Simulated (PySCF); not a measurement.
Mo(O)(NH)(Cl)2 (Cl2HMoNO), SMILES [NH]=[Mo](=[O])([Cl])[Cl], multiplicity 1.

Coordinates come from a PBE-D3(BJ)/def2-SVP optimisation. The spin state was assumed, not searched. The structure was generated by enumeration; whether it is a known compound was not checked. The def2 effective core potentials stand for the cores of Mo; spin–orbit coupling is left out.

These are r2SCAN/def2-TZVP (PySCF) values and carry that method's errors.

Isolated molecule, no solvent.

Computed frontier levels, gap, dipole moment and polarisability:
```
Item                                                                                                            Result
---------------------------------------------------------------------------------------------  -----------------------
highest occupied level                                                                                        -7.91 eV
lowest empty level                                                                                            -4.12 eV
orbital gap                                                                                                    3.79 eV
dipole moment                                                                                                   1.80 D
quadrupole, principal values (traceless, Buckingham form, about the centre of nuclear charge)  -6.53, -3.52, 10.05 D·Å
mean static polarisability                                                                       74.4 bohr³ (11.02 Å³)
polarisability, principal values                                                                62.6, 77.1, 83.4 bohr³
```
